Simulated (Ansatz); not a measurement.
`N[SiH](N)F` → `NN` + `F[SiH]` at 500 K and 1 bar (silylene formation by 1,1-elimination).

Calculated with Ansatz (gas phase, PBE0-D4/def2-TZVP geometries, no zero-point term in ΔE). CCSD(T)/CBS is the MP2 limit (def2-TZVPP, def2-QZVPP) plus CCSD(T) − MP2 in def2-TZVPP, frozen cores. This one scheme is used for every species. Each species was taken in one conformer, which may not be the lowest.

```
     species  CCSD(T)/CBS energy (Eh)  H − E (kJ/mol)  S (J/(mol·K))
`N[SiH](N)F`               -501.43075           211.1          370.8
        `NN`               -111.76471           163.1          257.7
    `F[SiH]`               -389.46371            40.7          260.3
```

H − E and S are ideal-gas, rigid-rotor, harmonic terms from PBE0-D4/def2-TZVP, for one conformer and one mirror image of each species. 1 Eh = 2625.50 kJ/mol, R = 8.31446 J/(mol·K).

Question: By hand: ΔE, ΔH, ΔS and ΔG.

Answer: ΔE = (-111.76471) + (-389.46371) − (-501.43075) = 0.20233 Eh = 531.2 kJ/mol. Δ(H − E) = 163.1 + 40.7 − 211.1 = -7.3, so ΔH = 523.9 kJ/mol. ΔS = 257.7 + 260.3 − 370.8 = 147.2 J/(mol·K). ΔG = 523.9 − 500 × (147.2)/1000 = 450.3 kJ/mol.

Question: By hand: the equilibrium constant, and the temperature at which ΔG would vanish if ΔH and ΔS stayed fixed.

Answer: log₁₀ K = −ΔG/(RT ln 10) = -47.0. ΔG = 0 at ΔH/ΔS = 3559 K, far beyond where these terms or the molecules hold.

The number of gas molecules changes by +1, which sets the sign of ΔS. A doubt of 5 kJ/mol in ΔE shifts log₁₀ K by 0.5 here. Other conformers and mirror images would add mixing entropy, several J/(mol·K) or more a flexible species. These are equilibria of isolated gas molecules and say nothing of rates. Largest T1 diagnostic: 0.015 (customary marks: 0.02 for closed shells, 0.045 for open ones).
